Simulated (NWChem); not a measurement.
**Basis-set convergence for H₄Si₂**

```xyz
6

Si    -1.0369    -0.2626     0.0619
Si     1.2669     0.3411    -0.1898
H     -1.3235    -1.5562     0.7852
H     -1.8649    -0.2225    -1.1964
H     -1.5280     0.8667     0.9530
H      1.4958    -0.1871     1.2482
```
Charge 0, spin multiplicity 1.

All runs are NWChem calculations. The geometry was optimised at PBE/def2-SVP, a minimum by its harmonic frequencies.

Quantity: vertical ionisation energy at the level ΔB3LYP (Δ: difference of total energies, the cation a doublet at the parent's geometry; it is the state that the SCF runs reached, from PBE0 orbitals for Hartree-Fock references, and need not be the lowest).

B3LYP has NWChem's definition, with VWN1-RPA local correlation. The Pople sets run with spherical d functions. The structure started from a generated list of species. No SCF solution was tested for a lower state.

Costs are rough ratios of processor time within this set of runs, SCF included, with 3-21G as 1.

| basis | functions | vertical ionisation energy (eV) | relative cost |
|---|---|---|---|
| 3-21G | 34 | 8.89 | 1 |
| 6-31+G* | 52 | 8.84 | under 3 |
| 6-311G** | 76 | 8.83 | under 3 |
| def2-SVPD | 80 | 8.82 | 6 |
| aug-pcseg-1 | 90 | 8.83 | 6 |
| def2-TZVP | 98 | 8.81 | 5 |
| pcseg-2 | 124 | 8.82 | 7 |
| cc-pVTZ | 124 | 8.82 | 9 |
| def2-TZVPP | 140 | 8.81 | 8 |
| cc-pVQZ | 238 | 8.80 | 300 |

Smallest basis within 0.2 eV of cc-pVQZ, the largest set run: 3-21G, with 34 functions against 238 and about 0.3 % of the time (also within reach: 6-31+G*, 6-311G**, def2-SVPD, aug-pcseg-1, def2-TZVP, pcseg-2, cc-pVTZ, def2-TZVPP). cc-pVQZ isn't the basis-set limit itself, and a small set can land close by cancellation.
